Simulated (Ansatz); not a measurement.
Molecule: C₇H₁₅ (charge 0, doublet). It need not be the lowest isomer of its formula. 
Structure (B3LYP-D3(BJ)/def2-TZVP (Ansatz, an electronic-structure program) minimum search):
```
C
H 1 1.0977
C 1 1.5340 2 107.22
H 3 1.0942 1 108.06 2 61.24
H 3 1.0944 4 105.75 1 -117.12
C 3 1.5262 4 109.03 5 -117.70
H 6 1.0911 3 111.91 4 173.21
H 6 1.0915 7 107.45 3 122.04
H 6 1.0930 7 107.58 8 115.71
C 1 1.5383 2 106.56 3 -121.86
H 10 1.0926 1 108.93 2 53.87
H 10 1.0931 11 106.00 1 116.11
C 10 1.5276 11 109.14 12 117.21
H 13 1.0914 10 110.51 11 -58.09
H 13 1.0914 14 107.35 10 122.10
H 13 1.0915 14 107.42 15 115.56
C 1 1.5396 2 106.86 10 -120.02
H 17 1.0946 1 109.95 2 -179.53
H 17 1.1029 18 104.74 1 -115.14
C 17 1.4833 18 110.13 19 -117.68
H 20 1.0809 17 121.43 18 27.76
H 20 1.0827 21 117.62 17 -171.92
```
Charge 0, spin multiplicity 2.

Total electronic energies in hartree. Correlated levels leave the core frozen unless marked. Open shells are spin-unrestricted. Spin-orbit coupling is left out. No relativistic terms. CBS marks a two-point X^-3 extrapolation of the correlation energy; Hartree-Fock from the larger set. The bracket is a focal-point correction in the basis named.

| level | program | energy (Eh) |
|---|---|---|
| HF/cc-pVDZ | Ansatz | -273.78490 |
| SVWN5/def2-TZVPD | Ansatz | -273.18547 |
| revPBE-D3(BJ)/def2-TZVPD | Ansatz + dftd3 | -275.76973 |
| r2SCAN/def2-TZVPD | Ansatz | -275.64121 |
| B3LYP-D4/def2-TZVPD | Ansatz + dftd4 | -275.85761 |
| PBE0/STO-3G | Ansatz | -272.12644 |
| PBE0/def2-TZVPD | Ansatz | -275.47082 |
| PBE0/def2-QZVPP | Ansatz | -275.49054 |
| HSE06-D4/def2-TZVPD | Ansatz + dftd4 | -275.46696 |
| CAM-B3LYP-D4/def2-TZVPD | Ansatz + dftd4 | -275.66376 |
| LC-wPBE-D4/def2-TZVPD | Ansatz + dftd4 | -275.67180 |
| B2GP-PLYP-D3(BJ)/def2-TZVPD | Ansatz + dftd3 | -275.48714 |
| B2PLYP-D4/def2-TZVPD | Ansatz + dftd4 | -275.54474 |
| RPA@PBE/cc-pVTZ | Ansatz | -275.85437 |
| MP2/cc-pVDZ | Ansatz | -274.77441 |
| RI-MP2/cc-pVQZ | Ansatz | -275.15962 |
| SCS-MP2/STO-3G | Ansatz | -270.93762 |
| SCS-MP2/6-31G | Ansatz | -274.28843 |
| SCS-MP2/cc-pVDZ | Ansatz | -274.77479 |
| CCSD/6-31G | Ansatz | -274.36710 |
| CCSD/6-31G* | Ansatz | -274.75275 |
| CCSD/cc-pVTZ | Ansatz | -275.14985 |
| RI-MP2/CBS(cc-pVTZ,cc-pVQZ)+[CCSD(T)-MP2]/cc-pVTZ | Ansatz | -275.3452 |

Totals of different functionals don't rank their quality; only differences between species are comparable.
